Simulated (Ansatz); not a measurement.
# From GeH3(SH) to Ge(SH)Cl3: predicting a member

On one Ge centre that keeps SH, n of the H ligands are replaced by Cl. The atomisation energy (no zero-point term) y in kJ/mol at CCSD(T)/def2-TZVPP. Shapes, held fixed at every level: PBE0-D4/def2-TZVP. Flexible molecules stand in one conformer, not always the lowest. Programs: Ansatz 0.2.0.

```
  molecule  n  y (kJ/mol)
  GeH3(SH)  0        1550
GeH2(SH)Cl  1           ?
GeH(SH)Cl2  2        1621
 Ge(SH)Cl3  3        1652
```

Question: Fit y = c + s·n to the known rows and predict GeH2(SH)Cl.

Answer: 
1. Means of the 3 rows: n = 1.66667, y = 1607.7.
2. Σ(Δn)² = 4.6667, Σ(Δn·Δy) = 159.67, so the slope is 159.67/4.6667 = 34.215.
3. Intercept: 1607.7 − (34.215) × 1.66667 = 1550.7. The largest residual of the fit is 1.9.
4. GeH2(SH)Cl: 1550.7 + (34.215) × 1 = 1585 kJ/mol.

The run gave 1588 kJ/mol, so the prediction is off by -3 kJ/mol, about the scatter of the fit. The step per swap changes from +38 to +31 kJ/mol along the series, so a line misses the bend: the ligands act on one another. The slope is only an average step. Other levels give for GeH2(SH)Cl: SPW92/def2-TZVPP 1852; PBE0-D4/def2-TZVPP 1610 kJ/mol. Spin-orbit coupling of the free atoms (H 0, Cl 4 kJ/mol each; the atoms kept shift only the intercept) is left out. Relativity is left out for Ge unless named. Correlated rows may include outer-core shells of Ge, which these sets cover unevenly.
